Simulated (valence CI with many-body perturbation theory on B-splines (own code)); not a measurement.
## Dy44+: E2, M1 decay

Calculated by valence CI with perturbative core correlation (CI+MBPT): four valence electrons over a frozen Dirac-Fock core [Ar], radial functions for each j: 7 s, 7 p, 8 d, 6 f, 4 g, 1 h, with the one-electron correlation potential Σ1, the two-electron term Σ2, the three-electron term Σ3, Breit, model QED; selected CI, second order for the rest, scaled by the run's own slope (own B-spline code, finite nucleus).

The last digits are not significant, and no measured levels were compared; by estimate large intervals hold to a few tenths of a per cent, small ones and those within an open d or f shell to about a per cent. The list stops below the first excitations out of the core. Only levels of the ground parity were solved; by the run's estimate the other parity begins above the list, which can be wrong where configurations are misplaced.

Lines 51 to 100 of 119 in falling wavelength, among levels below 1657700 cm⁻¹, chosen from the decays that carry over 1 % of a level's rate. Wavelengths and rates use the calculated energies. Electric multipoles are in the length gauge, E1 and E2 with the static RPA response of the core. Weak lines are less certain than strong ones. Lines between different terms over intervals too small for the method are left out, as are lines whose strength nearly cancels. The highest levels of a list are the least certain. Branching is blank where the lifetime is uncertain.

Levels are named by their leading jj configuration (3d3/2^4 stands for four electrons in 3d with j = 3/2), which in mixed levels can hold well under half, so a name can repeat and another be missing. Letters in brackets count levels of one name in rising energy.

```
λ vac (Å)                      Upper                      Lower  Type   A (s⁻¹)  Branch %
    295.6  (3d3/2^2 3d5/2^2) J=4 [b]        (3d3/2^3 3d5/2) J=3    M1  1.11e+05          
    295.2      (3d3/2^2 3d5/2^2) J=6        (3d3/2^3 3d5/2) J=4    E2  1.14e+01      14.3
    294.4  (3d3/2^2 3d5/2^2) J=3 [b]        (3d3/2^3 3d5/2) J=3    M1  6.91e+04      15.8
    294.2  (3d3/2^2 3d5/2^2) J=0 [a]        (3d3/2^3 3d5/2) J=1    M1  1.60e+06     100.0
    293.4    (3d3/2 3d5/2^3) J=3 [a]  (3d3/2^2 3d5/2^2) J=3 [a]    M1  5.73e+05      37.0
    292.9    (3d3/2 3d5/2^3) J=2 [a]  (3d3/2^2 3d5/2^2) J=2 [b]    M1  2.95e+05      22.4
    289.3    (3d3/2 3d5/2^3) J=4 [b]  (3d3/2^2 3d5/2^2) J=4 [c]    M1  2.69e+05      26.2
    286.0    (3d3/2 3d5/2^3) J=4 [a]  (3d3/2^2 3d5/2^2) J=4 [a]    M1  9.42e+05      70.4
    285.6  (3d3/2^2 3d5/2^2) J=2 [b]        (3d3/2^3 3d5/2) J=3    M1  2.60e+03       1.4
    285.3        (3d3/2 3d5/2^3) J=5      (3d3/2^2 3d5/2^2) J=5    M1  2.11e+05      28.1
    284.2    (3d3/2 3d5/2^3) J=2 [a]  (3d3/2^2 3d5/2^2) J=3 [b]    M1  3.76e+05      28.5
    283.2  (3d3/2^2 3d5/2^2) J=2 [a]        (3d3/2^3 3d5/2) J=1    M1  8.50e+05      81.1
    281.6              (3d5/2^4) J=4        (3d3/2 3d5/2^3) J=5    M1  2.68e+05      12.8
    281.4    (3d3/2 3d5/2^3) J=3 [b]  (3d3/2^2 3d5/2^2) J=2 [b]    M1  1.65e+05      17.6
    280.1        (3d3/2 3d5/2^3) J=6      (3d3/2^2 3d5/2^2) J=5    M1  3.45e+05      53.7
    276.3    (3d3/2 3d5/2^3) J=3 [a]  (3d3/2^2 3d5/2^2) J=2 [a]    M1  8.54e+05      55.1
    275.9              (3d5/2^4) J=2    (3d3/2 3d5/2^3) J=3 [b]    M1  1.88e+05       8.7
    273.3    (3d3/2 3d5/2^3) J=3 [b]  (3d3/2^2 3d5/2^2) J=3 [b]    M1  3.57e+05      38.0
    272.9  (3d3/2^2 3d5/2^2) J=3 [b]        (3d3/2^3 3d5/2) J=2    M1  1.64e+04       3.8
    272.3    (3d3/2 3d5/2^3) J=3 [b]  (3d3/2^2 3d5/2^2) J=4 [b]    M1  1.25e+05      13.3
    269.5    (3d3/2 3d5/2^3) J=3 [c]  (3d3/2^2 3d5/2^2) J=2 [c]    M1  2.40e+05      30.7
    266.8  (3d3/2^2 3d5/2^2) J=4 [b]        (3d3/2^3 3d5/2) J=4    M1  3.15e+03          
    266.6    (3d3/2 3d5/2^3) J=1 [b]  (3d3/2^2 3d5/2^2) J=2 [c]    M1  3.41e+05      28.7
    265.9  (3d3/2^2 3d5/2^2) J=3 [b]        (3d3/2^3 3d5/2) J=4    M1  3.47e+05      79.6
    265.7              (3d5/2^4) J=2    (3d3/2 3d5/2^3) J=2 [a]    M1  5.53e+05      25.7
    265.3  (3d3/2^2 3d5/2^2) J=2 [b]        (3d3/2^3 3d5/2) J=2    M1  1.23e+05      68.2
    261.5    (3d3/2 3d5/2^3) J=2 [a]      (3d3/2^2 3d5/2^2) J=1    M1  1.86e+05      14.1
    253.9              (3d5/2^4) J=4    (3d3/2 3d5/2^3) J=3 [a]    M1  6.66e+05      31.9
    253.9        (3d3/2 3d5/2^3) J=5  (3d3/2^2 3d5/2^2) J=4 [a]    M1  1.23e+05      16.4
    251.7    (3d3/2 3d5/2^3) J=1 [a]  (3d3/2^2 3d5/2^2) J=2 [a]    M1  7.72e+05      38.7
    250.4              (3d5/2^4) J=4    (3d3/2 3d5/2^3) J=4 [a]    M1  9.91e+05      47.5
    244.8    (3d3/2 3d5/2^3) J=2 [b]  (3d3/2^2 3d5/2^2) J=2 [c]    M1  3.41e+05      39.1
    243.6    (3d3/2 3d5/2^3) J=1 [a]  (3d3/2^2 3d5/2^2) J=0 [a]    M1  7.38e+05      37.0
    229.5  (3d3/2^2 3d5/2^2) J=2 [c]        (3d3/2^3 3d5/2) J=3    M1  7.12e+05      76.4
    228.8              (3d5/2^4) J=0    (3d3/2 3d5/2^3) J=1 [b]    M1  2.00e+06      69.2
    227.7    (3d3/2 3d5/2^3) J=2 [a]  (3d3/2^2 3d5/2^2) J=3 [a]    M1  3.68e+05      27.9
    227.5              (3d5/2^4) J=2    (3d3/2 3d5/2^3) J=1 [a]    M1  7.68e+05      35.7
    220.7    (3d3/2 3d5/2^3) J=3 [b]  (3d3/2^2 3d5/2^2) J=3 [a]    M1  9.58e+04      10.2
    217.1    (3d3/2 3d5/2^3) J=1 [b]  (3d3/2^2 3d5/2^2) J=2 [b]    M1  2.48e+04       2.1
    216.2  (3d3/2^2 3d5/2^2) J=2 [c]        (3d3/2^3 3d5/2) J=2    M1  1.99e+05      21.4
    213.9    (3d3/2 3d5/2^3) J=3 [b]  (3d3/2^2 3d5/2^2) J=4 [a]    M1  1.27e+05      13.6
    213.4    (3d3/2 3d5/2^3) J=3 [c]  (3d3/2^2 3d5/2^2) J=4 [b]    M1  3.86e+04       4.9
    213.0        (3d3/2 3d5/2^3) J=0      (3d3/2^2 3d5/2^2) J=1    M1  4.95e+05      83.7
    212.9  (3d3/2^2 3d5/2^2) J=4 [c]        (3d3/2^3 3d5/2) J=3    M1  2.28e+05      74.4
    211.8  (3d3/2^2 3d5/2^2) J=2 [b]        (3d3/2^3 3d5/2) J=1    M1  4.44e+04      24.6
    210.8    (3d3/2 3d5/2^3) J=3 [b]  (3d3/2^2 3d5/2^2) J=2 [a]    M1  2.79e+04       3.0
    210.6              (3d5/2^4) J=2    (3d3/2 3d5/2^3) J=3 [a]    M1  5.21e+05      24.2
    210.3    (3d3/2 3d5/2^3) J=4 [b]  (3d3/2^2 3d5/2^2) J=3 [b]    M1  2.66e+05      25.9
    202.4    (3d3/2 3d5/2^3) J=2 [b]  (3d3/2^2 3d5/2^2) J=2 [b]    M1  3.17e+04       3.6
    199.3    (3d3/2 3d5/2^3) J=1 [b]      (3d3/2^2 3d5/2^2) J=1    M1  1.83e+05      15.4
```
